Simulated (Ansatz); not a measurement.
Wavefunction ladder for ClFGeH$_{4}$Si (`[F][GeH2][SiH2]Cl`)

Cartesian coordinates in Å:
```
F 0.401 1.828 -1.378
Ge 0.792 0.896 0.048
Si -0.810 -0.873 0.156
Cl -0.441 -2.214 -1.357
H 2.237 0.411 -0.148
H 0.694 1.881 1.227
H -0.688 -1.585 1.453
H -2.185 -0.344 -0.001
```

Total charge 0; spin multiplicity 1. Correlated methods include outer-core shells of Ge, which these sets cover unevenly. Scalar relativity is left out up to krypton. All single points use the PBE0-D4/def2-TZVP geometry. It is one conformer, not always the lowest. Frozen core, restricted reference, Ansatz 0.2.0.

```
     basis      HF (Eh)  MP2 corr.  CCSD corr.       (T)  CCSD(T) total
  def2-SVP  -2925.06352   -0.64425    -0.68084  -0.01515    -2925.75951
def2-TZVPP  -2925.72359   -0.81685    -0.85724  -0.02995    -2926.61078
def2-QZVPP  -2925.79275   -1.13442           –         –              –
```
